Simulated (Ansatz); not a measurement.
A run for Ansatz (a program for electronic structure): R-B3LYP/def2-TZVPP on CH6GeTe (SMILES C[Te][GeH3]), a point of a torsion scan. Elements past Kr take the def2 small-core potentials; no spin–orbit coupling.

Ansatz 0.2 input:
```yaml
crystal:
  periodic: [false, false, false]
  atoms:
    - {symbol: C, position_ang: [1.72058409, -0.14211435, 0.14686037]}
    - {symbol: Te, position_ang: [0.46584169, 0.86763063, -1.29959667]}
    - {symbol: Ge, position_ang: [-1.63372368, 0.15923165, -0.12273938]}
    - {symbol: H, position_ang: [1.45832751, -1.19105599, 0.19915965]}
    - {symbol: H, position_ang: [2.74822671, -0.04548155, -0.17396074]}
    - {symbol: H, position_ang: [1.60809907, 0.30848603, 1.12416994]}
    - {symbol: H, position_ang: [-2.00877438, 0.97393350, 1.08554936]}
    - {symbol: H, position_ang: [-1.56727239, -1.25553422, 0.37645803]}
    - {symbol: H, position_ang: [-2.82429382, 0.23241009, -1.02723125]}
basis:
  gaussian:
    orbitals: def2-TZVPP
hamiltonian:
  xc: {name: B3LYP}
scf: {lower_state_search: off}
```

It printed:

```
WARN ansatz: RAYON_NUM_THREADS=1 ignored (pool sized by the plan → 1); use --threads N
Functional definition: B3LYP
these checks for a lower state are left out or cut short: stability, starts, cluster_reference, orbital_swaps, neighbouring_geometries, increment
integrals: 0.14 GiB planned
1346 factors; their error is unknown
mean field: 1.21 GiB planned
mean field evaluation 1: about -64944.0888 eV, gradient 5.5e1 eV
mean field evaluation 2: about -64935.4554 eV, gradient 7.5e1 eV
mean field evaluation 4: about -64950.7897 eV, gradient 4.0e0 eV
mean field evaluation 8: about -64950.8063 eV, gradient 7.3e-2 eV
mean field evaluation 16: about -64951.1027 eV, gradient 8.7e-5 eV
mean field -64951.10268694 eV, -2386.9089983064 hartree, gradient 2.8e-6 eV, S^2 0.000000; 0 other end points of the search recorded, 0 dependent functions left out
reference -64951.10295848 eV, -2386.9090082854 hartree; 34, 34 occupied and 179, 179 virtual orbitals, 1346 factors
Total energy: -64951.10295848 eV, -2386.9090082854 hartree
Checks for a lower state left out: stability, starts, cluster_reference, orbital_swaps, neighbouring_geometries, increment
```

The run converged.

Cost: about 3 core-seconds (a rough figure).
